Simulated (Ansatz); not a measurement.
Harmonic vibrations of C2H7InSi by finite differences.

```yaml
crystal:
  periodic: [false, false, false]
  atoms:
    - {symbol: C, position_ang: [-0.802443, 1.491116, 0.226901]}
    - {symbol: Si, position_ang: [-0.370586, -0.212407, -0.429647]}
    - {symbol: C, position_ang: [1.117950, -1.022426, 0.306811]}
    - {symbol: In, position_ang: [1.514465, -3.067248, -0.563320]}
    - {symbol: H, position_ang: [-1.693606, 1.890201, -0.264595]}
    - {symbol: H, position_ang: [-0.994606, 1.451736, 1.302101]}
    - {symbol: H, position_ang: [0.021661, 2.188896, 0.058140]}
    - {symbol: H, position_ang: [-0.185337, -0.107521, -1.912398]}
    - {symbol: H, position_ang: [0.999121, -1.149377, 1.390491]}
    - {symbol: H, position_ang: [2.017651, -0.417088, 0.137757]}
    - {symbol: H, position_ang: [-1.558870, -1.102882, -0.231441]}
basis:
  gaussian: {orbitals: def2-TZVP}
hamiltonian: {xc: pbe0, dispersion: d4}
phonons: {temperatures: {t_min: 298.15, t_max: 900, t_step: 200}}
```

```sh
$ ansatz run in.yaml --threads 4 --pin off --events-out ev --progress --plain
```

Shortened log:

```
Functional definition: PBE0
mean field -15235.07056018 eV, -559.8785163848 hartree, gradient 3.1e-5 eV, S^2 0.000000; 0 other end points of the search recorded, 0 dependent functions left out
mean field -15235.07038854 eV, -559.8785100771 hartree, gradient 1.5e-6 eV, S^2 0.000000; 0 other end points of the search recorded, 0 dependent functions left out
mean field -15235.07042378 eV, -559.8785113722 hartree, gradient 1.5e-6 eV, S^2 0.000000; 0 other end points of the search recorded, 0 dependent functions left out
mean field -15235.07047696 eV, -559.8785133268 hartree, gradient 1.5e-6 eV, S^2 0.000000; 0 other end points of the search recorded, 0 dependent functions left out
mean field -15235.07039930 eV, -559.8785104728 hartree, gradient 1.5e-6 eV, S^2 0.000000; 0 other end points of the search recorded, 0 dependent functions left out
mean field -15235.07041710 eV, -559.8785111268 hartree, gradient 1.5e-6 eV, S^2 0.000000; 0 other end points of the search recorded, 0 dependent functions left out
mean field -15235.07040141 eV, -559.8785105501 hartree, gradient 1.5e-6 eV, S^2 0.000000; 0 other end points of the search recorded, 0 dependent functions left out
mean field -15235.07045598 eV, -559.8785125556 hartree, gradient 1.5e-6 eV, S^2 0.000000; 0 other end points of the search recorded, 0 dependent functions left out
mean field -15235.07047105 eV, -559.8785131093 hartree, gradient 1.5e-6 eV, S^2 0.000000; 0 other end points of the search recorded, 0 dependent functions left out
mean field -15235.07045366 eV, -559.8785124703 hartree, gradient 1.5e-6 eV, S^2 0.000000; 0 other end points of the search recorded, 0 dependent functions left out
mean field -15235.07047453 eV, -559.8785132374 hartree, gradient 1.5e-6 eV, S^2 0.000000; 0 other end points of the search recorded, 0 dependent functions left out
mean field -15235.07045290 eV, -559.8785124426 hartree, gradient 1.5e-6 eV, S^2 0.000000; 0 other end points of the search recorded, 0 dependent functions left out
mean field -15235.07047787 eV, -559.8785133601 hartree, gradient 1.5e-6 eV, S^2 0.000000; 0 other end points of the search recorded, 0 dependent functions left out
mean field -15235.07046855 eV, -559.8785130174 hartree, gradient 1.5e-6 eV, S^2 0.000000; 0 other end points of the search recorded, 0 dependent functions left out
mean field -15235.07041902 eV, -559.8785111972 hartree, gradient 1.5e-6 eV, S^2 0.000000; 0 other end points of the search recorded, 0 dependent functions left out
mean field -15235.07046573 eV, -559.8785129140 hartree, gradient 1.5e-6 eV, S^2 0.000000; 0 other end points of the search recorded, 0 dependent functions left out
mean field -15235.07050759 eV, -559.8785144521 hartree, gradient 1.5e-6 eV, S^2 0.000000; 0 other end points of the search recorded, 0 dependent functions left out
mean field -15235.07044423 eV, -559.8785121239 hartree, gradient 1.5e-6 eV, S^2 0.000000; 0 other end points of the search recorded, 0 dependent functions left out
mean field -15235.07042649 eV, -559.8785114718 hartree, gradient 1.5e-6 eV, S^2 0.000000; 0 other end points of the search recorded, 0 dependent functions left out
mean field -15235.07058149 eV, -559.8785171680 hartree, gradient 1.5e-6 eV, S^2 0.000000; 0 other end points of the search recorded, 0 dependent functions left out
mean field -15235.07053501 eV, -559.8785154600 hartree, gradient 1.5e-6 eV, S^2 0.000000; 0 other end points of the search recorded, 0 dependent functions left out
mean field -15235.07050332 eV, -559.8785142952 hartree, gradient 1.5e-6 eV, S^2 0.000000; 0 other end points of the search recorded, 0 dependent functions left out
mean field -15235.07057313 eV, -559.8785168607 hartree, gradient 1.5e-6 eV, S^2 0.000000; 0 other end points of the search recorded, 0 dependent functions left out
mean field -15235.07055348 eV, -559.8785161386 hartree, gradient 1.5e-6 eV, S^2 0.000000; 0 other end points of the search recorded, 0 dependent functions left out
mean field -15235.07055789 eV, -559.8785163009 hartree, gradient 1.5e-6 eV, S^2 0.000000; 0 other end points of the search recorded, 0 dependent functions left out
mean field -15235.07048471 eV, -559.8785136115 hartree, gradient 1.5e-6 eV, S^2 0.000000; 0 other end points of the search recorded, 0 dependent functions left out
mean field -15235.07048924 eV, -559.8785137778 hartree, gradient 1.5e-6 eV, S^2 0.000000; 0 other end points of the search recorded, 0 dependent functions left out
mean field -15235.07054134 eV, -559.8785156925 hartree, gradient 1.5e-6 eV, S^2 0.000000; 0 other end points of the search recorded, 0 dependent functions left out
mean field -15235.07053199 eV, -559.8785153490 hartree, gradient 1.5e-6 eV, S^2 0.000000; 0 other end points of the search recorded, 0 dependent functions left out
mean field -15235.07053027 eV, -559.8785152857 hartree, gradient 1.5e-6 eV, S^2 0.000000; 0 other end points of the search recorded, 0 dependent functions left out
mean field -15235.07052801 eV, -559.8785152028 hartree, gradient 1.5e-6 eV, S^2 0.000000; 0 other end points of the search recorded, 0 dependent functions left out
mean field -15235.07053972 eV, -559.8785156329 hartree, gradient 1.5e-6 eV, S^2 0.000000; 0 other end points of the search recorded, 0 dependent functions left out
mean field -15235.07054924 eV, -559.8785159829 hartree, gradient 1.5e-6 eV, S^2 0.000000; 0 other end points of the search recorded, 0 dependent functions left out
mean field -15235.07055784 eV, -559.8785162989 hartree, gradient 1.5e-6 eV, S^2 0.000000; 0 other end points of the search recorded, 0 dependent functions left out
mean field -15235.07053926 eV, -559.8785156161 hartree, gradient 1.5e-6 eV, S^2 0.000000; 0 other end points of the search recorded, 0 dependent functions left out
mean field -15235.07046028 eV, -559.8785127138 hartree, gradient 1.5e-6 eV, S^2 0.000000; 0 other end points of the search recorded, 0 dependent functions left out
mean field -15235.07045853 eV, -559.8785126493 hartree, gradient 1.5e-6 eV, S^2 0.000000; 0 other end points of the search recorded, 0 dependent functions left out
mean field -15235.07049011 eV, -559.8785138099 hartree, gradient 1.5e-6 eV, S^2 0.000000; 0 other end points of the search recorded, 0 dependent functions left out
mean field -15235.07050127 eV, -559.8785142200 hartree, gradient 1.5e-6 eV, S^2 0.000000; 0 other end points of the search recorded, 0 dependent functions left out
mean field -15235.07051983 eV, -559.8785149021 hartree, gradient 1.5e-6 eV, S^2 0.000000; 0 other end points of the search recorded, 0 dependent functions left out
mean field -15235.07050315 eV, -559.8785142890 hartree, gradient 1.5e-6 eV, S^2 0.000000; 0 other end points of the search recorded, 0 dependent functions left out
mean field -15235.07054666 eV, -559.8785158881 hartree, gradient 1.5e-6 eV, S^2 0.000000; 0 other end points of the search recorded, 0 dependent functions left out
mean field -15235.07054384 eV, -559.8785157845 hartree, gradient 1.5e-6 eV, S^2 0.000000; 0 other end points of the search recorded, 0 dependent functions left out
mean field -15235.07054695 eV, -559.8785158987 hartree, gradient 2.0e-6 eV, S^2 0.000000; 0 other end points of the search recorded, 0 dependent functions left out
mean field -15235.07055857 eV, -559.8785163258 hartree, gradient 2.0e-6 eV, S^2 0.000000; 0 other end points of the search recorded, 0 dependent functions left out
mean field -15235.07056009 eV, -559.8785163816 hartree, gradient 1.8e-6 eV, S^2 0.000000; 0 other end points of the search recorded, 0 dependent functions left out
mean field -15235.07054585 eV, -559.8785158581 hartree, gradient 1.9e-6 eV, S^2 0.000000; 0 other end points of the search recorded, 0 dependent functions left out
mean field -15235.07050156 eV, -559.8785142308 hartree, gradient 1.5e-6 eV, S^2 0.000000; 0 other end points of the search recorded, 0 dependent functions left out
mean field -15235.07051604 eV, -559.8785147629 hartree, gradient 1.5e-6 eV, S^2 0.000000; 0 other end points of the search recorded, 0 dependent functions left out
mean field -15235.07055319 eV, -559.8785161282 hartree, gradient 1.5e-6 eV, S^2 0.000000; 0 other end points of the search recorded, 0 dependent functions left out
mean field -15235.07054275 eV, -559.8785157443 hartree, gradient 1.5e-6 eV, S^2 0.000000; 0 other end points of the search recorded, 0 dependent functions left out
mean field -15235.07054967 eV, -559.8785159987 hartree, gradient 1.5e-6 eV, S^2 0.000000; 0 other end points of the search recorded, 0 dependent functions left out
mean field -15235.07055331 eV, -559.8785161326 hartree, gradient 1.5e-6 eV, S^2 0.000000; 0 other end points of the search recorded, 0 dependent functions left out
mean field -15235.07046045 eV, -559.8785127197 hartree, gradient 1.5e-6 eV, S^2 0.000000; 0 other end points of the search recorded, 0 dependent functions left out
mean field -15235.07046398 eV, -559.8785128495 hartree, gradient 1.5e-6 eV, S^2 0.000000; 0 other end points of the search recorded, 0 dependent functions left out
mean field -15235.07049031 eV, -559.8785138174 hartree, gradient 1.5e-6 eV, S^2 0.000000; 0 other end points of the search recorded, 0 dependent functions left out
mean field -15235.07048822 eV, -559.8785137405 hartree, gradient 1.5e-6 eV, S^2 0.000000; 0 other end points of the search recorded, 0 dependent functions left out
mean field -15235.07052126 eV, -559.8785149547 hartree, gradient 1.5e-6 eV, S^2 0.000000; 0 other end points of the search recorded, 0 dependent functions left out
mean field -15235.07052989 eV, -559.8785152716 hartree, gradient 1.5e-6 eV, S^2 0.000000; 0 other end points of the search recorded, 0 dependent functions left out
mean field -15235.07055021 eV, -559.8785160184 hartree, gradient 1.5e-6 eV, S^2 0.000000; 0 other end points of the search recorded, 0 dependent functions left out
mean field -15235.07054339 eV, -559.8785157680 hartree, gradient 1.5e-6 eV, S^2 0.000000; 0 other end points of the search recorded, 0 dependent functions left out
mean field -15235.07051371 eV, -559.8785146771 hartree, gradient 1.5e-6 eV, S^2 0.000000; 0 other end points of the search recorded, 0 dependent functions left out
mean field -15235.07053509 eV, -559.8785154627 hartree, gradient 1.5e-6 eV, S^2 0.000000; 0 other end points of the search recorded, 0 dependent functions left out
mean field -15235.07054129 eV, -559.8785156907 hartree, gradient 1.5e-6 eV, S^2 0.000000; 0 other end points of the search recorded, 0 dependent functions left out
mean field -15235.07053295 eV, -559.8785153843 hartree, gradient 1.5e-6 eV, S^2 0.000000; 0 other end points of the search recorded, 0 dependent functions left out
mean field -15235.07055311 eV, -559.8785161250 hartree, gradient 2.0e-6 eV, S^2 0.000000; 0 other end points of the search recorded, 0 dependent functions left out
mean field -15235.07055297 eV, -559.8785161201 hartree, gradient 1.9e-6 eV, S^2 0.000000; 0 other end points of the search recorded, 0 dependent functions left out
Total energy: -15235.30160837 eV, -559.8870072493 hartree
Atom 0 at    -0.802443     1.491116     0.226901 Å, force     0.000600     0.000911     0.001016 eV/Å
Atom 1 at    -0.370586    -0.212407    -0.429647 Å, force    -0.000328    -0.001214    -0.001173 eV/Å
Atom 2 at     1.117950    -1.022426     0.306811 Å, force    -0.000117    -0.000769     0.000045 eV/Å
Atom 3 at     1.514465    -3.067248    -0.563320 Å, force    -0.000068     0.000216    -0.000226 eV/Å
Atom 4 at    -1.693606     1.890201    -0.264595 Å, force     0.000119    -0.000555    -0.000233 eV/Å
Atom 5 at    -0.994606     1.451736     1.302101 Å, force    -0.000002     0.000154    -0.000249 eV/Å
Atom 6 at     0.021661     2.188896     0.058140 Å, force    -0.000280    -0.000169     0.000014 eV/Å
Atom 7 at    -0.185337    -0.107521    -1.912398 Å, force     0.000162     0.000167    -0.000049 eV/Å
Atom 8 at     0.999121    -1.149377     1.390491 Å, force    -0.000029     0.000374     0.000047 eV/Å
Atom 9 at     2.017651    -0.417088     0.137757 Å, force    -0.000163     0.000541     0.000298 eV/Å
Atom 10 at    -1.558870    -1.102882    -0.231441 Å, force     0.000106     0.000344     0.000510 eV/Å
Dipole moment:     0.213586    -0.076002     0.129938 e Å
Vibrations: 34.24 73.14 169.35 174.06 408.62 423.47 488.54 661.35 672.51 720.14 761.41 864.71 890.46 923.57 924.38 948.44 1267.96 1363.75 1448.92 1449.69 2154.22 2162.48 3027.37 3045.10 3088.47 3130.78 3131.85 cm⁻¹, zero-point energy 2.133084 eV
```

Run time 3.3 min (4 threads of a server CPU on a shared host); peak host memory 0.52 GiB.
